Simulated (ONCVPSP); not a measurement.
## What one change does to a pseudopotential (xenon (Xe), ONCV)

- Element: Xe (Z = 54)
- Generator: ONCVPSP 4.0.1
- Type: optimised norm-conserving Vanderbilt (ONCV)
- Functional: PBEsol
- Relativity: scalar-relativistic
- Frozen core: [Kr] 4d10
- Valence charge: 8
- Reference configuration: 5s2 5p6
- Partial waves: 5s: rc 1.65 bohr, ncon 4, nbas 8, qcut 3.9 1/bohr, 2 projectors, debl 2.9 Ha; 5p: rc 1.55 bohr, ncon 4, nbas 8, qcut 5.9 1/bohr, 2 projectors, debl 1.8 Ha
- Local potential: polynomial inside 1.55 bohr (lpopt 2, dvloc0 0 Ha)
- Core correction: none

Change: s: debl 0.3. In the s channel the program set the typed energies aside and used -0.727, 0.250 Ha.

Cutoffs: the cutoffs (Ha) at which the residual kinetic energy of the hardest occupied pseudo-wave falls to 1 and 0.1 mHa per electron; they do not see the model core or the augmentation charge, which bear on the density cutoff. Errors are all-electron minus pseudo energies relative to the spin-unpolarised reference configuration.

**Question.** How do hardness, ghosts and transferability respond?

**Answer.** The potential gets neither clearly harder nor softer (25 Ha and 82 Ha → 25 Ha and 82 Ha); both files keep a bound ghost (p); the errors of the 4 common tests hardly move; the range in which the s phases agree narrows (upper end 4.1 → 2.9).

```csv
quantity,base,changed
"cutoff, loose",25 Ha,25 Ha
"cutoff, tight",82 Ha,82 Ha
bound ghosts,p,p
GHOST(+) flags under 300 eV,s at 120.2 eV,s at 84.9 eV
"error for 5s2 5p5, meV [ΔE 12.55 eV]",-6.1,-6.1
"error for 5s2 5p4, meV [ΔE 34.33 eV]",-23,-23
"error for 5s2 5p3, meV [ΔE 66.10 eV]",-54,-54
"error for 5s2 5p2, meV [ΔE 108.49 eV]",-97,-98
s: phases at 1.68 bohr within 0.05 rad from the reference energy up to (Ha; the scan ends near 5),4.1,2.9
p: phases at 1.57 bohr within 0.05 rad from the reference energy up to (Ha; the scan ends near 5),to the end of the scan,to the end of the scan
```

 A true bound ghost makes a file unfit for plane-wave use even where its test errors are small: the radial tests pick states by their node count and pass the ghost by.
